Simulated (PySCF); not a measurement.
## Frontier levels across methods

Species: C₅H₈Si.
Z-matrix (Å and degrees, PBE0-D3(BJ)/def2-SVP geometry), rows numbered from 1:
```
C 
C   1  1.4906
C   2  1.3526  1  125.30
C   3  1.4773  2  117.71  1   179.60
C   4  1.3507  3  117.55  2    -0.09
Si  5  1.8688  4  106.10  3     0.22
H   1  1.1033  2  111.23  3  -117.96
H   1  1.1028  2  111.46  3   123.75
H   1  1.1016  2  111.81  3     2.75
H   3  1.0973  2  122.51  1    -0.32
H   4  1.0963  3  119.32  2   180.00
H   5  1.0914  4  122.59  3  -179.92
H   6  1.4966  2  113.11  1    62.33
H   6  1.4966  2  113.32  1   -60.95
```

Basis pcSseg-1 throughout (PySCF), one geometry. Isolated species at its PBE0-D3(BJ)/def2-SVP geometry, gas phase.

Problem. How do the orbital energies, the gap and the dipole change with the method?

Solution. 
| method | kind | HOMO (eV) | LUMO (eV) | gap (eV) | μ (D) | SCF cycles |
| --- | --- | --- | --- | --- | --- | --- |
| BLYP | GGA | -5.32 | -2.12 | 3.21 | 0.56 | 15 |
| B97-D | GGA | -5.43 | -2.19 | 3.24 | 0.58 | 15 |
| KT3 | GGA | -5.49 | -2.25 | 3.24 | 0.55 | 15 |
| KT2 | GGA | -5.50 | -2.28 | 3.21 | 0.57 | 15 |
| OPBE | GGA | -5.51 | -2.24 | 3.27 | 0.61 | 15 |
| PBE | GGA | -5.52 | -2.30 | 3.22 | 0.60 | 15 |
| BP86 | GGA | -5.61 | -2.39 | 3.22 | 0.61 | 17 |
| LDA | LDA | -5.69 | -2.48 | 3.20 | 0.62 | 15 |
| B97-2 | global hybrid | -6.28 | -1.45 | 4.82 | 0.58 | 13 |
| B3LYP | global hybrid | -6.29 | -1.58 | 4.71 | 0.56 | 13 |
| PBE0 | global hybrid | -6.52 | -1.42 | 5.10 | 0.59 | 13 |
| mPW1PW91 | global hybrid | -6.54 | -1.43 | 5.11 | 0.59 | 13 |
| BHandHLYP | global hybrid | -7.32 | -0.34 | 6.98 | 0.56 | 12 |
| CAM-B3LYP | range-separated hybrid | -7.74 | -0.25 | 7.49 | 0.55 | 12 |
| wB97X-D | range-separated hybrid | -8.31 | 0.34 | 8.65 | 0.58 | 13 |
| HF | Hartree–Fock | -8.52 | 2.24 | 10.76 | 0.62 | 12 |
| LC-wPBE | range-separated hybrid | -9.12 | 0.77 | 9.89 | 0.57 | 13 |

The HOMO spans 3.80 eV, from BLYP down to LC-wPBE, and the gap runs from 3.20 eV (LDA) to 10.76 eV (HF). Over the methods BLYP (0 %), B97-D (0 %), KT3 (0 %), KT2 (0 %), OPBE (0 %), PBE (0 %), BP86 (0 %), LDA (0 %), B97-2 (21 %), B3LYP (20 %), PBE0 (25 %), mPW1PW91 (25 %), BHandHLYP (50 %), HF (100 %), a straight line through the gap against the share of exact exchange rises by 0.75 eV for each 10 % (correlation coefficient 1.000). The dipole ranges from 0.55 D (CAM-B3LYP) to 0.62 D (LDA). This basis has no diffuse functions.

The vertical ΔSCF ionisation energy at CAM-B3LYP/def2-SVPD is 8.41 eV; −ε(HOMO) comes closest to it with wB97X-D (8.31 eV) and HF (8.52 eV).
